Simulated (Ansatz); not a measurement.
Stepwise reaction of `[OH][Sn]([OH])([F])[F]` with hydrogen chloride, as a gas-phase model of exchange steps in deposition or etching. ΔE in kJ/mol; ΔG adds harmonic PBE0-D4 terms to CCSD(T)/CBS, at 1 bar.

Isolated molecules relaxed with PBE0-D4/def2-TZVP in Ansatz; ΔE leaves out vibrations. CBS: MP2 limit from def2 TZ/QZ plus the TZ coupled-cluster correction, frozen cores. This one scheme is used for every species. Functionals use def2-TZVPP. B3LYP here is the variant with VWN-RPA as its local correlation; programs differ in this. Elements past krypton have def2 core potentials. For Sn outer-core shells are correlated without core-valence functions, which leaves a few kJ/mol of doubt a bond. Each species was taken in one conformer, which may not be the lowest.

| step | reaction | PBE-D4 | B3LYP-D4 | ωB97M-V | CCSD(T)/CBS | ΔG(600 K) |
| --- | --- | --- | --- | --- | --- | --- |
| 1 | `[OH][Sn]([OH])([F])[F]` + HCl → `[OH][Sn]([OH])([F])[Cl]` + H–F | -34.4 | -34.4 | -34.4 | -38.3 | -36.4 |

(1) Give the row of step 2, `[OH][Sn]([OH])([F])[Cl]` + HCl → `[OH][Sn]([OH])([Cl])[Cl]` + H–F. (An estimate is asked.)

(2) By hand: ΔE of the 2 steps together at CCSD(T)/CBS.

## Answers

(1) Computed: 
| step | reaction | PBE-D4 | B3LYP-D4 | ωB97M-V | CCSD(T)/CBS | ΔG(600 K) |
| --- | --- | --- | --- | --- | --- | --- |
| 2 | `[OH][Sn]([OH])([F])[Cl]` + HCl → `[OH][Sn]([OH])([Cl])[Cl]` + H–F | -33.5 | -33.1 | -32.7 | -37.1 | -30.9 |

(2) (-38.3) + (-37.1) = -75.4 kJ/mol, or -37.7 kJ/mol a step.

In ΔE the steps differ by no more than 1.2 kJ/mol. All are downhill at CCSD(T)/CBS. ΔG lies between -36.4 and -30.9 kJ/mol a step. PBE-D4 differs from CCSD(T)/CBS by 3.6 to 3.9 kJ/mol a step. Isolated molecules leave out the surface, adducts and barriers. Largest T1 diagnostic: 0.015.
